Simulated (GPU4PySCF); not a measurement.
N-phenylbenzimidazole (C₁₃H₁₀N₂), SMILES c1ccc(-n2cnc3ccccc32)cc1. Atoms are numbered in the order given.

```xyz
25

C      4.0026    -0.3608    -0.6823
C      3.0150    -1.2603    -1.0699
C      1.7064    -1.0990    -0.6354
C      1.3807    -0.0173     0.1817
N      0.0563     0.1514     0.6398
C     -0.3239     0.4591     1.9315
N     -1.6129     0.5361     2.1019
C     -2.1495     0.2742     0.8533
C     -3.4822     0.2486     0.4468
C     -3.7493    -0.0182    -0.8870
C     -2.7156    -0.2459    -1.8081
C     -1.3811    -0.2267    -1.4257
C     -1.1217     0.0239    -0.0829
C      2.3644     0.8924     0.5667
C      3.6736     0.7104     0.1408
H      5.0235    -0.4941    -1.0207
H      3.2659    -2.1032    -1.7041
H      0.9397    -1.8157    -0.9047
H      0.4223     0.5832     2.7041
H     -4.2742     0.4398     1.1614
H     -4.7767    -0.0452    -1.2319
H     -2.9637    -0.4386    -2.8458
H     -0.5882    -0.3878    -2.1462
H      2.0946     1.7452     1.1792
H      4.4360     1.4199     0.4419
```

Geometry: r2SCAN-D4/def2-TZVP. The values are those of a single conformer.

The numbers are results of GPU4PySCF with PBE/pcSseg-1, not measurements.

GIAO shieldings, no solvent; atoms listed in one row are averaged. δ = σ(ref) − σ: ¹³C against TMS (σ = 182.0 ppm); ¹⁵N against NH3 (σ = 267.0 ppm); ¹H against TMS (σ = 31.49 ppm), references at their B3LYP-D3(BJ)/def2-TZVP geometries, non-relativistic (references run with PySCF on processors).

Computed chemical shifts:
```json
[
 {"nucleus": "¹³C", "atoms": "C8", "count": "1", "δ (ppm)": "149.7"},
 {"nucleus": "¹³C", "atoms": "C6", "count": "1", "δ (ppm)": "142.8"},
 {"nucleus": "¹³C", "atoms": "C4", "count": "1", "δ (ppm)": "142.0"},
 {"nucleus": "¹³C", "atoms": "C13", "count": "1", "δ (ppm)": "136.2"},
 {"nucleus": "¹³C", "atoms": "C2, C15", "count": "2", "δ (ppm)": "134.1"},
 {"nucleus": "¹³C", "atoms": "C1", "count": "1", "δ (ppm)": "130.8"},
 {"nucleus": "¹³C", "atoms": "C3, C14", "count": "2", "δ (ppm)": "127.2"},
 {"nucleus": "¹³C", "atoms": "C11", "count": "1", "δ (ppm)": "127.0"},
 {"nucleus": "¹³C", "atoms": "C10", "count": "1", "δ (ppm)": "126.9"},
 {"nucleus": "¹³C", "atoms": "C9", "count": "1", "δ (ppm)": "126.3"},
 {"nucleus": "¹³C", "atoms": "C12", "count": "1", "δ (ppm)": "112.0"},
 {"nucleus": "¹⁵N", "atoms": "N7", "count": "1", "δ (ppm)": "294.3"},
 {"nucleus": "¹⁵N", "atoms": "N5", "count": "1", "δ (ppm)": "208.5"},
 {"nucleus": "¹H", "atoms": "H20", "count": "1", "δ (ppm)": "8.07"},
 {"nucleus": "¹H", "atoms": "H18", "count": "1", "δ (ppm)": "7.83"},
 {"nucleus": "¹H", "atoms": "H23", "count": "1", "δ (ppm)": "7.77"},
 {"nucleus": "¹H", "atoms": "H19", "count": "1", "δ (ppm)": "7.74"},
 {"nucleus": "¹H", "atoms": "H17, H25", "count": "2", "δ (ppm)": "7.73"},
 {"nucleus": "¹H", "atoms": "H21", "count": "1", "δ (ppm)": "7.57"},
 {"nucleus": "¹H", "atoms": "H16", "count": "1", "δ (ppm)": "7.56"},
 {"nucleus": "¹H", "atoms": "H22", "count": "1", "δ (ppm)": "7.50"},
 {"nucleus": "¹H", "atoms": "H24", "count": "1", "δ (ppm)": "7.45"}
]
```
